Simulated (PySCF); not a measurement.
## Choosing a basis for TDDFT

Species: methane selenol, CH₄Se.
Bonds: C1–Se2. Hydrogens: H3, H4, H5 on C1; H6 on Se2.

TDDFT with PBE0 (PySCF), vertical singlets, core orbitals frozen in the response, spherical d and f functions. Geometry: PBE0-D3(BJ)/def2-SVP; no solvent, vibrations or thermal averaging. Relativistic effects, spin–orbit coupling among them, are left out although an element past zinc is present.

| basis | functions | diffuse | S1 (eV) | S2 (eV) | S3 (eV) | S4 (eV) | S5 (eV) | LUMO (eV) | α (au) |
| --- | --- | --- | --- | --- | --- | --- | --- | --- | --- |
| 6-31G* | 54 | no | 5.15 | 6.80 | 8.53 | 8.60 | 9.11 | 0.52 | 31.8 |
| def2-SVP | 66 | no | 5.11 | 6.40 | 7.75 | 8.44 | 8.62 | 0.49 | 32.4 |
| def2-SVPD | 93 | yes | 4.81 | 5.52 | 6.61 | 6.75 | 6.98 | -0.15 | 43.4 |
| aug-cc-pVDZ | 95 | yes | 4.70 | 5.35 | 6.07 | 6.38 | 6.44 | -0.42 | 43.0 |
| def2-TZVP | 103 | no | 4.95 | 6.00 | 7.38 | 8.01 | 8.12 | 0.11 | 38.6 |
| def2-TZVPD | 130 | yes | 4.77 | 5.46 | 6.37 | 6.53 | 6.61 | -0.26 | 44.0 |
| aug-cc-pVTZ | 197 | yes | 4.71 | 5.35 | 6.04 | 6.32 | 6.37 | -0.43 | 44.0 |

Task: Compare the sets with the largest diffuse one.

Result: States are compared by their number. Against the largest diffuse basis here (aug-cc-pVTZ, itself not a converged limit), sets without diffuse functions differ by up to 0.44 eV in S1 and 2.73 eV in S5; the smaller diffuse sets differ by up to 0.10 and 0.60 eV. State by state, the largest deviation of a set without diffuse functions is S1 0.44, S2 1.44, S3 2.49, S4 2.28, S5 2.73 eV. The same number needn't mean the same state in each row. Against aug-cc-pVTZ the polarisability deviates by -28% in 6-31G*, -27% in def2-SVP, -2% in def2-SVPD, -2% in aug-cc-pVDZ, -12% in def2-TZVP, 0% in def2-TZVPD.
